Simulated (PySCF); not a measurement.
C₂H₉NSi₂, SMILES CN([Si][SiH3])C (connectivity only; charge and spin as stated), neutral, multiplicity 1. Atoms are numbered in the order given.

```xyz
14

Si     1.1618    -0.1386     0.0000
N     -0.0732     1.0693     0.0000
C      0.3426     2.4699     0.0000
C     -1.5229     0.9482     0.0000
H     -0.0416     2.9950     0.8931
H     -0.0416     2.9950    -0.8931
H      1.4401     2.5385     0.0000
H     -1.9555     1.4370    -0.8917
H     -1.9555     1.4370     0.8917
H     -1.8420    -0.1011     0.0000
Si    -0.1986    -2.1154     0.0000
H      0.6780    -3.3278     0.0000
H     -1.0860    -2.2056     1.2062
H     -1.0860    -2.2056    -1.2062
```
Charge 0, spin multiplicity 1.

Geometry: ωB97X-D3(BJ)/def2-SVP. Other conformers were not sampled.

Two levels are set side by side: PBE/pcSseg-1 (PySCF) and KT2/pcSseg-1 (PySCF). GIAO shifts against NH3 (¹⁵N), TMS (²⁹Si), TMS (¹H), TMS (¹³C) at the same level; non-relativistic, no solvent, atoms listed together averaged. Differences are taken from unrounded values.

```
quantity                   PBE
----------------------  ------
δ(²⁹Si) of Si1 (ppm)     442.0
δ(¹⁵N) of N2 (ppm)       229.7
δ(¹³C) of C3, C4 (ppm)    57.2
δ(²⁹Si) of Si11 (ppm)   -125.2
```

Task: These are the PBE values. What does KT2 give? (Estimate from the structure and the level; the computed values follow.)

Result: 
| quantity | KT2 | PBE minus KT2 |
|---|---|---|
| δ(²⁹Si) of Si1 (ppm) | 414.6 | 27.3 |
| δ(¹⁵N) of N2 (ppm) | 222.0 | 7.7 |
| δ(¹³C) of C3, C4 (ppm) | 56.9 | 0.3 |
| δ(²⁹Si) of Si11 (ppm) | -122.3 | -2.9 |

Rough cost on one machine, each run with all the roots and properties that it gave: KT2 against PBE within a factor of 2.
